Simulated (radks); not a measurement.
Species: Ir XLVII. Configuration: [Ar] 3d10 4s2 4p1 (the NIST ground configuration). All-electron calculation, scalar-relativistic Kohn-Sham, LDA (Slater exchange, VWN5 correlation), spin-polarised, spherical densities, finite nucleus; open shells are filled with parallel spins first (spin-orbit coupling, left out, can overturn this in heavy ions); Fermi nuclear charge, rms radius 5.4032 fm. Program: a radial shooting solver on a logarithmic mesh with Libxc functionals.

Normalised radial functions P(r) = r R(r), r in bohr:

| r | 4p down |
|---|---|
| 0.001188 | 0.0086 |
| 0.00134 | 0.0105 |
| 0.001499 | 0.0127 |
| 0.00169 | 0.0154 |
| 0.001905 | 0.0188 |
| 0.002148 | 0.0230 |
| 0.002422 | 0.0280 |
| 0.002731 | 0.0341 |
| 0.003079 | 0.0415 |
| 0.003472 | 0.0504 |
| 0.003914 | 0.0613 |
| 0.004413 | 0.0743 |
| 0.004976 | 0.0900 |
| 0.00561 | 0.1088 |
| 0.006275 | 0.1295 |
| 0.007075 | 0.1557 |
| 0.007978 | 0.1866 |
| 0.008995 | 0.2226 |
| 0.01014 | 0.2644 |
| 0.01143 | 0.3122 |
| 0.01289 | 0.3662 |
| 0.01454 | 0.4263 |
| 0.01639 | 0.4919 |
| 0.01848 | 0.5615 |
| 0.02083 | 0.6332 |
| 0.02349 | 0.7036 |
| 0.02649 | 0.7682 |
| 0.02963 | 0.8180 |
| 0.0334 | 0.8534 |
| 0.03766 | 0.8618 |
| 0.04246 | 0.8340 |
| 0.04788 | 0.7609 |
| 0.05398 | 0.6349 |
| 0.06086 | 0.4516 |
| 0.06862 | 0.2122 |
| 0.07737 | -0.0741 |
| 0.08724 | -0.3887 |
| 0.09836 | -0.7020 |
| 0.1109 | -0.9749 |
| 0.125 | -1.1622 |
| 0.1399 | -1.2202 |
| 0.1577 | -1.1234 |
| 0.1778 | -0.8465 |
| 0.2005 | -0.4016 |
| 0.226 | 0.1649 |
| 0.2548 | 0.7751 |
| 0.2873 | 1.3316 |
| 0.324 | 1.7389 |
| 0.3653 | 1.9287 |
| 0.4118 | 1.8811 |
| 0.4643 | 1.6318 |
| 0.5236 | 1.2607 |
| 0.5856 | 0.8893 |
| 0.6603 | 0.5407 |
| 0.7444 | 0.2863 |
| 0.8394 | 0.1302 |
| 0.9464 | 0.0501 |
| 1.067 | 0.0160 |
| 1.203 | 0.0041 |

4p down (empty): eigenvalue -2385.4 eV, 2 radial nodes at r = 0.0751, 0.219 bohr, <r> = 0.382 bohr, 90 % of the charge inside 0.544 bohr.
